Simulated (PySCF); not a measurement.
Mapped SMILES: `[CH3:1][CH2:2][C:3]1=[CH:4][CH2:5][CH2:6][CH:7]=[C:8]1[C:9]#[N:10]`. Hydrogens are named by the atom that carries them.

One averaged value for each set of equivalent atoms, one conformer, no solvent model, no relativistic terms. NMR shieldings at PBE0/pcSseg-1/GIAO; geometry: GFN2-xTB; PySCF 2.14.0 with density-fitted response routines.

δ = σ(ref) − σ, references computed at the same level: TMS for 13C (σ = 186.93 ppm).

Question: Do the 13C shifts follow the atomic charges (in e)? Tabulate both.

Answer: 
```csv
atoms,hybridisation,δ (ppm),σ para (ppm),Hirshfeld,IAO,Mulliken,ESP-fitted
C7,sp2,153.6,-218,-0.01,-0.09,-0.05,-0.12
C3,sp2,144.5,-216,+0.00,-0.00,-0.18,-0.13
C4,sp2,128.7,-195,-0.04,-0.16,-0.14,-0.13
C9,sp,123.1,-196,+0.08,+0.14,+0.12,+0.38
C8,sp2,120.1,-191,+0.00,-0.07,-0.18,-0.07
C2,sp3,33.2,-92,-0.07,-0.26,-0.12,-0.01
C6,sp3,27.1,-88,-0.06,-0.26,-0.16,+0.01
C5,sp3,24.6,-85,-0.07,-0.26,-0.14,-0.07
C1,sp3,18.2,-79,-0.12,-0.41,-0.26,-0.09
```

Correlation coefficients of δ with charge over these carbons: Hirshfeld +0.76, IAO +0.81, Mulliken +0.41, ESP-fitted +0.01; with the paramagnetic shielding -1.00. Among the 4 sp2 carbons alone: Hirshfeld +0.23, IAO +0.27, Mulliken +0.67, ESP-fitted -0.65. With so few points, grouped by hybridisation, these coefficients are fragile. Charge is one influence among several: hybridisation and low-lying excitations act through the paramagnetic term.

Shifts are as computed. Against solution values, carbons near 30 ppm lie about +3 ppm off and those near 130 ppm about +5 ppm. Of 1211 compounds with measured shifts, 218 miss one by over three times the rms of a fit or turn the order of signals round; such compounds aren't used in these exercises.
